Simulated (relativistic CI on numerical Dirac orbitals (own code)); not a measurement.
## Lu LXIX: sensitivity of the levels to the model

Base calculation: Dirac-Coulomb-Breit CI, orbitals from a KLI potential per configuration, model QED, unscaled Slater integrals.

Configuration list (outside the closed core 1s2): 2s, 2p, 3s, 3p, 3d, 4s, 4p, 4d, 4f, 5s, 5p, 5d, 5f, 5g. Levels of other configurations are missing.

Variants: (1) valence Slater integrals scaled by 0.9; (2) one mean potential for all configurations. Shifts of the energy above 2s 2S_1/2, in eV, for the lowest level and the first level of each name with at least 55 % of one term (blank where a level changes its place among those of its configuration and J or its character, or is not in the variant):

```
     Level     Base  Δ(1)  Δ(2)
 2s 2S_1/2      0.0   0.0   0.0
2p 2P°_1/2    181.2   0.0  +0.3
2p 2P°_3/2   1428.1   0.0  +0.2
 3s 2S_1/2  10138.5   0.0  -0.2
3p 2P°_1/2  10187.6   0.0  -0.1
3p 2P°_3/2  10559.2   0.0  -0.1
 3d 2D_3/2  10571.3   0.0  -0.2
 3d 2D_5/2  10677.5   0.0  -0.2
 4s 2S_1/2  13614.1   0.0  -0.2
4p 2P°_1/2  13633.9   0.0  -0.2
4p 2P°_3/2  13789.7   0.0  -0.2
 4d 2D_3/2  13794.9   0.0  -0.2
 4d 2D_5/2  13839.9   0.0  -0.2
4f 2F°_5/2  13840.1   0.0  -0.2
```

At this charge energies of transitions that change n are usually good to better than 1 %, and those within a shell (Δn = 0) to a few per cent.

Ionisation energy from the two ground configurations alone: base 17926.6 eV. The NIST ASD value (theoretical) is 17928 eV.
